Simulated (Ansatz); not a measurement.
Ansatz (an electronic-structure program) input for diboron tetrachloride cation (B₂Cl₄), SMILES ClB(Cl)B(Cl)Cl (connectivity only; charge and spin as stated), charge +1, multiplicity 2, PBE-D3(BJ)/def2-SVP. 

Ansatz 0.2 input:
```yaml
crystal:
  periodic: [false, false, false]
  atoms:
    - {symbol: Cl, position_ang: [1.10653837, -1.10653836, -1.56264816]}
    - {symbol: B, position_ang: [0.00000000, 0.00000001, -0.93261134]}
    - {symbol: Cl, position_ang: [-1.10653835, 1.10653836, -1.56264818]}
    - {symbol: B, position_ang: [-0.00000000, -0.00000001, 0.93261134]}
    - {symbol: Cl, position_ang: [1.10653835, 1.10653836, 1.56264818]}
    - {symbol: Cl, position_ang: [-1.10653837, -1.10653836, 1.56264816]}
basis:
  gaussian:
    orbitals: def2-SVP
hamiltonian:
  xc: pbe
  dispersion: d3bj
total_charge: 1
magnetization: {spin_polarized: true, initial_magnetization: 1}
relax: {f_tol: 0.002, max_steps: 200}
```

It prints:

```
WARN ansatz: RAYON_NUM_THREADS=1 ignored (pool sized by the plan → 1); use --threads N
Functional definition: PBE
integrals: 0.05 GiB planned
1088 factors; their error is unknown
mean field: 0.34 GiB planned
mean field evaluation 1: about -51394.1098 eV, gradient 2.9e1 eV
mean field evaluation 2: about -51381.9335 eV, gradient 5.3e1 eV
mean field evaluation 4: about -51398.8228 eV, gradient 1.0e0 eV
mean field evaluation 8: about -51398.7643 eV, gradient 2.6e-2 eV
mean field evaluation 16: about -51398.7643 eV, gradient 1.1e-5 eV
mean field -51398.76433842 eV, -1888.8697501032 hartree, gradient 1.1e-5 eV, S^2 0.751043; 0 other end points of the search recorded, 0 dependent functions left out
the calculation of the forces begins
reference -51398.76436711 eV, -1888.8697511576 hartree; 39, 38 occupied and 61, 62 virtual orbitals, 1088 factors
relax step   1: F+E_penalty+E_count = -51399.00341515 eV  Δ(F+E_penalty+E_count) = +0.000e0 eV  max|allowed force component| = 5.246e-1 eV/Å  Δτ_max = 0.0000 Å  (30 SCF iters, accepted)
these checks for a lower state are left out or cut short: starts, cluster_reference, orbital_swaps, neighbouring_geometries, increment
integrals: 0.05 GiB planned
1088 factors; their error is unknown
mean field: 0.34 GiB planned
mean field -51398.77638490 eV, -1888.8701928032 hartree, gradient 5.3e-5 eV, S^2 0.751042; 0 other end points of the search recorded, 0 dependent functions left out
the calculation of the forces begins
reference -51398.77641362 eV, -1888.8701938585 hartree; 39, 38 occupied and 61, 62 virtual orbitals, 1088 factors
relax step   2: F+E_penalty+E_count = -51399.01454819 eV  Δ(F+E_penalty+E_count) = -1.113e-2 eV  max|allowed force component| = 3.368e-1 eV/Å  Δτ_max = 0.0070 Å  (29 SCF iters, accepted)
these checks for a lower state are left out or cut short: starts, cluster_reference, orbital_swaps, neighbouring_geometries, increment
integrals: 0.05 GiB planned
1088 factors; their error is unknown
mean field: 0.34 GiB planned
mean field -51398.78366271 eV, -1888.8704602576 hartree, gradient 4.8e-5 eV, S^2 0.751041; 0 other end points of the search recorded, 0 dependent functions left out
the calculation of the forces begins
reference -51398.78369145 eV, -1888.8704613140 hartree; 39, 38 occupied and 61, 62 virtual orbitals, 1088 factors
relax step   3: F+E_penalty+E_count = -51399.02092012 eV  Δ(F+E_penalty+E_count) = -6.372e-3 eV  max|allowed force component| = 1.428e-2 eV/Å  Δτ_max = 0.0110 Å  (28 SCF iters, accepted)
these checks for a lower state are left out or cut short: starts, cluster_reference, orbital_swaps, neighbouring_geometries, increment
integrals: 0.05 GiB planned
1088 factors; their error is unknown
mean field: 0.34 GiB planned
mean field evaluation 32: about -51398.7839 eV, gradient 8.5e-5 eV
mean field -51398.78394975 eV, -1888.8704708062 hartree, gradient 8.5e-5 eV, S^2 0.751041; 0 other end points of the search recorded, 0 dependent functions left out
the calculation of the forces begins
reference -51398.78397851 eV, -1888.8704718632 hartree; 39, 38 occupied and 61, 62 virtual orbitals, 1088 factors
relax step   4: F+E_penalty+E_count = -51399.02095015 eV  Δ(F+E_penalty+E_count) = -3.003e-5 eV  max|allowed force component| = 6.140e-3 eV/Å  Δτ_max = 0.0030 Å  (23 SCF iters, accepted)
these checks for a lower state are left out or cut short: starts, cluster_reference, orbital_swaps, neighbouring_geometries, increment
integrals: 0.05 GiB planned
1088 factors; their error is unknown
mean field: 0.34 GiB planned
mean field -51398.78387417 eV, -1888.8704680289 hartree, gradient 2.3e-5 eV, S^2 0.751041; 0 other end points of the search recorded, 0 dependent functions left out
the calculation of the forces begins
reference -51398.78390293 eV, -1888.8704690857 hartree; 39, 38 occupied and 61, 62 virtual orbitals, 1088 factors
relax step   5: F+E_penalty+E_count = -51399.02095969 eV  Δ(F+E_penalty+E_count) = -9.543e-6 eV  max|allowed force component| = 5.881e-4 eV/Å  Δτ_max = 0.0008 Å  (22 SCF iters, accepted)
integrals: 0.05 GiB planned
1088 factors; their error is unknown
mean field: 0.34 GiB planned
mean field evaluation 64: about -51396.3830 eV, gradient 2.7e-5 eV
mean field -51398.78387417 eV, -1888.8704680289 hartree, gradient 2.3e-5 eV, S^2 0.751041; 4 other end points of the search recorded, 0 dependent functions left out
the calculation of the forces begins
reference -51398.78390293 eV, -1888.8704690857 hartree; 39, 38 occupied and 61, 62 virtual orbitals, 1088 factors
Total energy: -51399.02098845 eV, -1888.8791818177 hartree
Atom 0 at     1.110222    -1.110222    -1.578018 Å, force    -0.000588     0.000588     0.000001 eV/Å
Atom 1 at    -0.000000     0.000000    -0.919175 Å, force    -0.000000     0.000000     0.000323 eV/Å
Atom 2 at    -1.110221     1.110222    -1.578018 Å, force     0.000588    -0.000588     0.000001 eV/Å
Atom 3 at    -0.000000    -0.000000     0.919175 Å, force     0.000000     0.000000    -0.000323 eV/Å
Atom 4 at     1.110221     1.110221     1.578018 Å, force    -0.000588    -0.000588    -0.000001 eV/Å
Atom 5 at    -1.110222    -1.110222     1.578018 Å, force     0.000588     0.000588    -0.000001 eV/Å
Dipole moment:     0.000000    -0.000000     0.000000 e Å
```

Self-consistency was reached.

Cost: very roughly 18 core-seconds.
